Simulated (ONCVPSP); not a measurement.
## What one change does to a pseudopotential (S (Z = 16), ONCV)

- Element: sulfur (S)
- Generator: ONCVPSP 4.0.1
- Type: optimised norm-conserving Vanderbilt (ONCV)
- Functional: LDA (Perdew-Wang 92)
- Relativity: scalar-relativistic
- Frozen core: [Ne]
- Valence charge: 6
- Reference configuration: 3s2 3p2 (charge +2)
- Partial waves: 3s: rc 1.40 bohr, ncon 4, nbas 9, qcut 5.5 1/bohr, 1 projector; 3p: rc 1.15 bohr, ncon 5, nbas 9, qcut 8.1 1/bohr, 3 projectors, debl 1.6 Ha
- Local potential: polynomial inside 0.75 bohr (lpopt 5, dvloc0 0 Ha)
- Core correction: Teter function, fcfact 2.75, rcfact 1.45

Change: reference 3s2 3p4.

Cutoffs: the cutoffs (Ha) at which the residual kinetic energy of the hardest occupied pseudo-wave falls to 1 and 0.1 mHa per electron; they do not see the model core or the augmentation charge, which bear on the density cutoff. Errors are all-electron minus pseudo energies relative to the spin-unpolarised reference configuration.

Q: What does the change do?

A: The potential gets softer (146 Ha and 193 Ha → 110 Ha and 191 Ha); both files keep a bound ghost (p, s); the number of tests with a reliable result goes from 4 to 2.

| quantity | base | changed |
| --- | --- | --- |
| cutoff, loose | 146 Ha | 110 Ha |
| cutoff, tight | 193 Ha | 191 Ha |
| loose cutoff by channel | s 13 Ha, p 146 Ha | s 13 Ha, p 110 Ha |
| bound ghosts | s, p | s, p |
| GHOST(+) flags under 300 eV | none | none |
| tests with a reliable result | 4 of 4 | 2 of 4 |
| s: phases at 1.42 bohr within 0.05 rad from the reference energy up to (Ha; the scan ends near 5) | to the end of the scan | to the end of the scan |
| p: phases at 1.17 bohr within 0.05 rad from the reference energy up to (Ha; the scan ends near 5) | to the end of the scan | to the end of the scan |
| rms error of d²Exc/dni dnj with the model core, mHa | 1.39 | 0.90 |

 A true bound ghost makes a file unfit for plane-wave use even where its test errors are small: the radial tests pick states by their node count and pass the ghost by.
